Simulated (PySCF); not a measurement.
AlCl2 (SMILES [Cl][Al][Cl]), doublet, at a GFN2-xTB geometry (such geometries of metal compounds can be far from the true shape) (the spin is typed, not shown lowest). Base run: M062X/6-31G** (PySCF).

Here is a job for PySCF.
```python
from pyscf import gto, scf, dft

mol = gto.Mole()
mol.atom = '''
    Al    0.42790656   -0.01574826    0.46996358
    Cl    1.19006944    0.33144322   -1.40132717
    Cl   -1.51729210   -0.31940043    1.04194326
'''
mol.basis = '6-31g**'
mol.spin = 1
mol.verbose = 4
mol.build()

mf = dft.UKS(mol)
mf.xc = 'm062x'
mf.kernel()
mf.analyze()
```

Variants of this job, named by their change:

| change | ΔE vs base (mEh) | fitting functions | dipole (D) |
|---|---|---|---|
| base | 0.000 | - | 1.09 |
| auxbasis = autoaux | 0.104 | 465 | 1.10 |
| auxbasis = cc-pvdz-jkfit | 0.122 | 336 | 1.10 |
| exchange = seminumerical (SGX) (with mf = sgx.sgx_fit(mf, auxbasis='def2-universal-jfit'); with mf.with_df.dfj = True) | -0.017 | 153 | 1.09 |
| auxbasis = default (with mf = mf.density_fit()) | 0.122 | 336 | 1.10 |
| auxbasis = cc-pvtz-ri | -11.277 | 366 | 1.09 |
| auxbasis = cc-pvtz-jkfit | 0.041 | 363 | 1.09 |
| auxbasis = def2-universal-jfit | 2811.7 | 153 | 1.09 |
| auxbasis = def2-svp-ri | -310.3 | 186 | 1.08 |
| only_dfj = on; auxbasis = def2-universal-jfit | -0.059 | 153 | 1.09 |

A fitting set is made for a task (jfit for Coulomb, jkfit for Coulomb and exchange, ri for correlation) and for a family of orbital bases.

Open shells are given as the SCF converged; they aren't shown to be the lowest states, and a large step between rows can be another state.
